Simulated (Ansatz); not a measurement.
Gas-phase electronic energies from Ansatz, PBE0-D4/def2-TZVP geometries. CCSD(T)/CBS adds triple-zeta CCSD(T) − MP2 to the extrapolated MP2 energy (def2 sets, frozen cores). DFT in def2-TZVPP. One conformer a species, not always the lowest.

Reaction (redistribution): `C=C(O)B(C)N` + `[F][Al]([F])[O][SiH3]` → `CB(N)O[SiH3]` + `C=[C](O)[Al]([F])[F]`

```csv
species,r2SCAN energy (Eh)
`C=C(O)B(C)N`,-273.95357
`[F][Al]([F])[O][SiH3]`,-808.86500
`CB(N)O[SiH3]`,-487.33672
`C=[C](O)[Al]([F])[F]`,-595.46713
```

Problem. Work out ΔE.

Solution. ΔE = (-487.33672) + (-595.46713) − (-273.95357) − (-808.86500) = 0.01472 Eh = +38.6 kJ/mol. CCSD(T)/CBS gives +44.8 kJ/mol.

Largest T1 diagnostic among the species: 0.014.

From PBE to PBE0 (25 % exact exchange), in def2-TZVPP and without D4, ΔE moves by +5.1 kJ/mol.
